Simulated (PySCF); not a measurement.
Towards the basis-set limit for I2

State: singlet, closed shell. De refers to I + I. RHF-based CCSD(T) in PySCF 2.14 with I cc-pVTZ-PP with ECP28 and I cc-pVQZ-PP with ECP28 (frozen core orbitals: 18; scalar-relativistic core potentials). Correlation energies are extrapolated as n⁻³ (n = 3, 4), Hartree–Fock as (n+1)·exp(−9√n).

```csv
Level,Re (Å),ωe (cm⁻¹),ωexe (cm⁻¹),αe (cm⁻¹),De (eV)
CCSD(T)/TZ,2.7030,214.6,0.535,0.000103,1.754
CCSD(T)/QZ,2.6865,219.4,0.526,0.000102,1.907
HF/CBS,2.6632,236.5,0.390,8.43e-05,0.621
MP2/CBS,2.6594,232.9,0.459,9.29e-05,2.120
CCSD/CBS,2.6704,227.7,0.479,9.57e-05,1.840
CCSD(T)/CBS,2.6778,222.6,0.524,0.000101,2.009
```

Problem. How much is left between CCSD(T)/QZ and the basis-set limit, and how much do the triples give at the limit?

Solution. CCSD(T)/CBS less CCSD(T)/QZ: -8.7 mÅ in Re, +3.2 cm⁻¹ in ωe and +0.102 eV in De. CCSD(T)/CBS less CCSD/CBS: +7.4 mÅ in Re, -5.1 cm⁻¹ in ωe and +0.169 eV in De.

The T1 diagnostic is 0.008. The open-shell atoms are computed with UHF. Spin–orbit coupling, excitations beyond (T) and corrections to the Born–Oppenheimer picture are left out, and spin–orbit coupling matters for open p, d or f shells this heavy.

The whole job (state search and all basis sets along the bond) took about 2.8 min on 4 threads of Arm Neoverse V2 (shared host), peak memory 4.1 GiB.
